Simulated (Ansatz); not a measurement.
Computed with Ansatz on PBE0-D4/def2-TZVP structures; ΔE is electronic, products minus reactants. CBS: MP2 limit from def2 TZ/QZ plus the TZ coupled-cluster correction, frozen cores. This one scheme is used for every species. def2 core potentials past Kr. For I outer-core shells are correlated without core-valence functions, which leaves a few kJ/mol of doubt a bond. Each species was taken in one conformer, which may not be the lowest.

`O[SiH](F)[SiH2]I` → `O[SiH](F)I` + `[SiH2]`  (silylene formation by 1,1-elimination)

`O[SiH](F)[SiH2]I`:

Z-matrix (Å, degrees):
```
Si
F 1 1.599
Si 1 2.350 2 106.4
O 1 1.629 2 111.4 3 -118.7
H 1 1.478 2 107.4 3 124.8
I 3 2.461 1 103.6 2 -83.8
H 3 1.483 1 114.9 2 33.5
H 3 1.485 1 113.2 2 160.4
H 4 0.962 1 117.1 2 79.2
```

`O[SiH](F)I`:

Z-matrix (Å, degrees):
```
Si
F 1 1.588
I 1 2.429 2 106.5
O 1 1.620 2 111.1 3 121.3
H 1 1.468 2 108.7 3 -120.2
H 4 0.959 1 119.6 2 -76.3
```

`[SiH2]`:

```xyz
3

Si   -0.507   -0.386   -0.317
H    -0.265    0.091    1.112
H     0.772    0.295   -0.795
```

| species | CCSD(T)/def2-TZVPP energy (Eh) |
| --- | --- |
| `O[SiH](F)[SiH2]I` | -1052.68508 |
| `O[SiH](F)I` | -762.43513 |
| `[SiH2]` | -290.16703 |

Q: Work out ΔE.

A: ΔE = (-762.43513) + (-290.16703) − (-1052.68508) = 0.08292 Eh = +52.0 kcal/mol. CCSD(T)/CBS gives +54.2 kcal/mol.

Q: What do rigid-rotor, harmonic-oscillator terms from PBE0-D4/def2-TZVP frequencies (298.15 K, 1 bar) make of the CCSD(T)/CBS value? (Estimate.)

A: The calculation gave: ΔZPE = -3.8 kcal/mol, ΔH = +51.4 kcal/mol, ΔS = 149 J/(mol·K), ΔG = +40.7 kcal/mol. Modes under 50 cm⁻¹ make the entropy rough.

Largest T1 diagnostic among the species: 0.014.

From PBE to PBE0 (25 % exact exchange), in def2-TZVPP and without D4, ΔE moves by +1.3 kcal/mol. At CCSD(T), def2-SVP lies −4.8 kcal/mol from the extrapolated value and def2-TZVPP −2.2 kcal/mol. In def2-TZVPP, CCSD(T) changes the Hartree–Fock value by +4.7 kcal/mol (the triples alone add +1.3 kcal/mol) and MP2 by +8.1 kcal/mol.
